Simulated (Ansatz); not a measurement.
Ansatz (a program for electronic structure) input (CCSD(T)/aug-cc-pV(T+d)Z):
A basis named .json is the Basis Set Exchange file of that set.

Ansatz 0.2 input:
```yaml
crystal:
  periodic: [false, false, false]
  atoms:
    - {symbol: O, position_ang: [0.61202224, -1.52382824, -0.76630444]}
    - {symbol: Si, position_ang: [0.00794020, -0.03611167, -0.27518751]}
    - {symbol: O, position_ang: [-1.48579126, 0.06534491, -1.03537462]}
    - {symbol: O, position_ang: [0.95742894, 1.07800181, -1.09776507]}
    - {symbol: S, position_ang: [-0.05041637, 0.22929133, 1.74730535]}
    - {symbol: H, position_ang: [1.09248456, -1.90603433, -0.02672774]}
    - {symbol: H, position_ang: [-2.16609536, -0.04363707, -0.36514445]}
    - {symbol: H, position_ang: [1.09983045, 1.83042564, -0.51683529]}
basis:
  gaussian:
    orbitals: aug-cc-pV_T+d_Z.json
total_charge: -1
magnetization: {spin_polarized: false}
correlation: {method: ccsd_t, electrons: outside_noble_gas}
```

End of the output:

```
13 core orbitals not correlated
reference -24849.11961823 eV, -913.1883026316 hartree; 16, 16 occupied and 288, 288 virtual orbitals, 1872 factors
second order -28.63259232 eV of doubles, -0.00000000 eV of singles
coupled cluster: 15.55 GiB planned
cycle   1  -28.34372475 eV  change    2.9e-1 eV  update   1.1e-1
cycle   2  -28.94550818 eV  change   -6.0e-1 eV  update   3.2e-2
cycle   3  -29.08715300 eV  change   -1.4e-1 eV  update   1.6e-2
cycle   4  -29.06638944 eV  change    2.1e-2 eV  update   3.7e-3
cycle   5  -29.06379438 eV  change    2.6e-3 eV  update   1.7e-3
cycle   6  -29.06484257 eV  change   -1.0e-3 eV  update   5.7e-4
cycle   7  -29.06450054 eV  change    3.4e-4 eV  update   2.1e-4
cycle   8  -29.06433552 eV  change    1.7e-4 eV  update   7.6e-5
cycle   9  -29.06435562 eV  change   -2.0e-5 eV  update   3.1e-5
perturbative correction -1.23837241 eV, -0.0455093465 hartree
Total energy: -24879.42234626 eV, -914.3019073468 hartree
```

It need not be the lowest isomer of its formula. Whether it binds its extra electron was not tested at this geometry.
